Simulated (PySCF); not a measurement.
[Eu(H2CO)]3+ at several levels of theory

Computed with PySCF 2.14.0 (density fitting, no spin-orbit coupling) at the geometry relaxed with PBE0:

```xyz
5
[Eu(H2CO)]3+ (singlet in the valence; each metal's 4f electrons, 6 of them, lie in its core potential, out of spins and levels)
Eu    0.0000    0.0000   -0.2183
O     0.0000    0.0000    1.8876
C     0.0000    0.0000    3.1550
H     0.9714    0.0000    3.6990
H    -0.9714    0.0000    3.6990
```

```tsv
level	basis	state	HOMO (eV)	gap (eV)	charge on Eu1 (e)	population of f-type functions on Eu1 (polarisation alone where 4f lies in the core)	dipole about the centre of mass (D)	largest force component (eV/Å)
PBE0	Eu lcecp-1-SVP with ECP52, O def2-SVP, C def2-SVP, H def2-SVP	singlet	-25.14	5.71	2.45	0.03	4.57	0.00
revPBE	the same	singlet	-23.78	3.32	2.39	0.03	4.97	0.62
PBE0	Eu lcecp-1-TZVP with ECP52, O def2-TZVP, C def2-TZVP, H def2-TZVP	singlet	-25.10	5.74	2.53	0.04	4.63	0.36
```

In the lcecp rows the 4f levels are missing from HOMO and gap, and the state counts the valence alone.

Charges are Mulliken's, which hang on the basis. The relaxation used the grid (50, 194), these runs (75, 302) or, all-electron (x2c bases, spin-free X2C Hamiltonian), (99, 590).

What does M06-L with Eu lcecp-1-SVP with ECP52, O def2-SVP, C def2-SVP, H def2-SVP give here?

state singlet, HOMO (eV) -23.78, gap (eV) 3.86, charge on Eu1 (e) 2.48, population of f-type functions on Eu1 (polarisation alone where 4f lies in the core) 0.03, dipole about the centre of mass (D) 4.50, largest force component (eV/Å) 0.56. Time: 3.7 s on 2 threads of Arm Neoverse V1, on a shared host, from an already converged density.

In the first row's basis the gap widens with exact exchange: 3.3 to 3.9 eV for revPBE, M06-L (none); 5.7 eV for PBE0 (a fixed share).

An lcecp potential fixes the number of 4f electrons, so in runs with it no electron can move into or out of that shell.
